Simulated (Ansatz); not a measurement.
`C[SiH](O)F` → `OF` + `C[SiH]` at 700 K and 1 bar (silylene formation by 1,1-elimination).

Computed with Ansatz on PBE0-D4/def2-TZVP structures; ΔE is electronic, products minus reactants. CBS: MP2 limit from def2 TZ/QZ plus the TZ coupled-cluster correction, frozen cores. This one scheme is used for every species. Each species was taken in one conformer, which may not be the lowest.

| species | CCSD(T)/CBS energy (Eh) | H − E (kJ/mol) | S (J/(mol·K)) |
| --- | --- | --- | --- |
| `C[SiH](O)F` | -505.24344 | 231.7 | 415.6 |
| `OF` | -175.42775 | 63.3 | 259.3 |
| `C[SiH]` | -329.46712 | 152.0 | 322.2 |

H − E and S are ideal-gas, rigid-rotor, harmonic terms from PBE0-D4/def2-TZVP, for one conformer and one mirror image of each species. 1 Eh = 2625.50 kJ/mol, R = 8.31446 J/(mol·K).

Problem. By hand: ΔE, ΔH, ΔS and ΔG.

Solution. ΔE = (-175.42775) + (-329.46712) − (-505.24344) = 0.34857 Eh = 915.2 kJ/mol. Δ(H − E) = 63.3 + 152.0 − 231.7 = -16.4, so ΔH = 898.8 kJ/mol. ΔS = 259.3 + 322.2 − 415.6 = 165.9 J/(mol·K). ΔG = 898.8 − 700 × (165.9)/1000 = 782.7 kJ/mol.

Problem. By hand: the equilibrium constant, and the temperature at which ΔG would vanish if ΔH and ΔS stayed fixed.

Solution. log₁₀ K = −ΔG/(RT ln 10) = -58.4. ΔG = 0 at ΔH/ΔS = 5418 K, far beyond where these terms or the molecules hold.

The number of gas molecules changes by +1, which sets the sign of ΔS. A doubt of 5 kJ/mol in ΔE shifts log₁₀ K by 0.4 here. Other conformers and mirror images would add mixing entropy, several J/(mol·K) or more a flexible species. These are equilibria of isolated gas molecules and say nothing of rates. Largest T1 diagnostic: 0.012 (customary marks: 0.02 for closed shells, 0.045 for open ones).
